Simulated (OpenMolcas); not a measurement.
Ru II: effect of the IPEA shift

```json
{
  "Program": "OpenMolcas",
  "Basis": "ANO-RCC-VQZP [8s7p5d3f2g1h]",
  "Scalar Hamiltonian": "DKH2, point nucleus",
  "Active space": "7 electrons in 5 orbitals (4d)",
  "State averaging": "2S+1 = 4 even, 10 roots; 2S+1 = 2 even, 40 roots",
  "Spin-orbit coupling": "RASSI with atomic mean-field integrals over the reference wave functions, term energies averaged over their components"
}
```

Methods on the same reference wave functions:
A. CASSCF
B. MS-CASPT2, IPEA 0 Eh, imaginary shift 0.1 Eh (closed shells correlated: 4s 4p)
C. MS-CASPT2, IPEA 0.25 Eh, imaginary shift 0.1 Eh (closed shells correlated: 4s 4p)

Energies in eV above 4d⁷ ⁴F_9/2, the measured ground level; measured values from NIST Handbook of Basic Atomic Spectroscopic Data.

```csv
Level,A,B,C,Measured
4d⁷ ⁴F_9/2,0.0000,0.0000,0.0000,0.0000
4d⁷ ⁴F_7/2,0.1912,0.1963,0.1942,0.1888
4d⁷ ⁴F_5/2,0.3205,0.321,0.320,0.3092
4d⁷ ⁴F_3/2,0.4049,0.400,0.401,0.3849
4d⁷ ⁴P_5/2,1.6105,1.100,1.195,1.0237
4d⁷ ⁴P_3/2,1.6272,1.101,1.198,1.0511
4d⁷ ²G_9/2,1.6590,1.232,1.366,
4d⁷ ⁴P_1/2,1.7468,1.232,1.328,1.1622
4d⁷ ²G_7/2,1.8497,1.414,1.554,
4d⁷ ²P_3/2 [53 %],2.1731,1.576,1.693,
4d⁷ ²H_11/2,2.1972,1.761,1.861,
4d⁷ ²P_1/2,2.3714,1.775,1.878,
4d⁷ ²H_9/2,2.3812,1.945,2.048,
4d⁷ ²D_5/2(1),2.3963,1.762,1.915,
4d⁷ ²D_3/2(1) [68 %],2.7144,2.076,2.228,
4d⁷ ²F_5/2,3.6833,2.694,2.858,
4d⁷ ²F_7/2,3.7721,2.788,2.952,
4d⁷ ²D_3/2(2),5.7417,4.516,4.582,
4d⁷ ²D_5/2(2),5.8340,4.590,4.673,
```

Deviations, from unrounded energies. A percentage is the sum of absolute deviations over the sum of measured energies, with the sign that they share, or ± where signs differ.

```csv
Against measurement,Levels,A,B,C
mean absolute deviation (cm-1),6,2400,310,690
fine structure of the ground term (%),3,+3.8,+3.9,+3.7
other terms of the ground configuration (%),3,+54.0,+6.1,+14.9
```

B lies closest to measurement on these levels and A furthest from it. The largest miss of B in the table is 4d⁷ ⁴P_5/2, by +620 cm-1. The ranking rests on the paired levels alone, and a cruder setting can come out closer through cancelling errors.

Between B and C the level of the table that moves most is 4d⁷ ²F_5/2, by 1300 cm-1 (lowest in B, highest in C). Moves below CASPT2's spread within the term are not significant.

The mean deviations of B to C differ by less than CASPT2's widest spread within a term (1100 cm-1), so their order carries little weight.

From A to B the spin-free energies of the other terms of 4d⁷ shown, above ⁴F, scale by factors of 0.65 to 0.78.

The lowest spin-free term lies below A's lowest term by 0.554 hartree in B, 0.540 hartree in C.

Term energies are means over components that CASPT2 splits; among the terms shown or strongly mixed into the levels shown the widest spread is 1100 cm-1 (4d⁷ ⁴F, B). Configurations with an s electron lie low at this charge and mix in, so terms can be misplaced. The CASPT2 spread within a term exceeds the gap to the next term for 4d⁷ ²D(1) and 4d⁷ ²H, so the order of their levels is uncertain (figures for B; the like holds for C). Without dynamic correlation excited terms often stand tens of per cent too high (terms of higher spin than the ground term too low), and those without a measured partner can miss by more than the paired ones (holds for A). Some terms miss by over 15 % even with CASPT2, which points to a basis or an active space too small for the shells correlated (holds for C). Computed and measured levels are paired by configuration, term and J; levels that our copy of the source lacks, or whose pairing is in doubt (as where it misses far off the trend of its configuration), stay unpaired and out of the deviations. Only configurations of the active space appear.

A share in square brackets marks a mixed level and gives the weight of the term that names it, the lowest over the columns. A number in round brackets counts repeated terms of one configuration in the order of the reference energies.
